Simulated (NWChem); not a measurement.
System: C3H9NSi; SMILES C(/C=N/C)[SiH3]

The following NWChem deck was run.

```
start job
memory heap 200 mb stack 900 mb global 1100 mb
geometry units angstroms noautoz
  C      0.464363    -2.622434     0.030350
  N      0.308568    -1.180168     0.030042
  C     -0.856054    -0.691092    -0.101108
  C     -1.085967     0.794171    -0.109618
  Si     0.518860     1.799516     0.092131
  H     -0.483871    -3.172749    -0.088318
  H      1.143899    -2.910682    -0.780475
  H      0.937602    -2.932594     0.969572
  H     -1.744163    -1.338752    -0.213897
  H     -1.590838     1.082281    -1.043993
  H     -1.795063     1.060597     0.688603
  H      1.180975     1.530938     1.393451
  H      0.140504     3.244078     0.065584
  H      1.466172     1.561179    -1.025796
end
basis spherical
  * library def2-svp
end
dft
  xc xpbe96 cpbe96
  iterations 150
end
tddft
  cis
  nroots 6
  notriplet
end
task tddft energy
```

The geometry was optimised at B3LYP/6-31G* (spherical d).

Vertical excitations in the gas phase.

**Question.** Give the results of this calculation. (PBE/def2-SVP, TDA.) Quantities: basis functions; lowest excitation, singlet (eV); oscillator strength of that lowest state; lowest state with f > 0.02, singlet (eV); orbital gap (eV).

**Answer.** 
| Item | Result |
|---|---|
| number of basis functions | 119 |
| lowest excitation, singlet (eV) | 5.15 |
| oscillator strength of that lowest state | 0.003 |
| lowest state with f > 0.02, singlet (eV) | 6.60 |
| orbital gap (eV) | 4.71 |
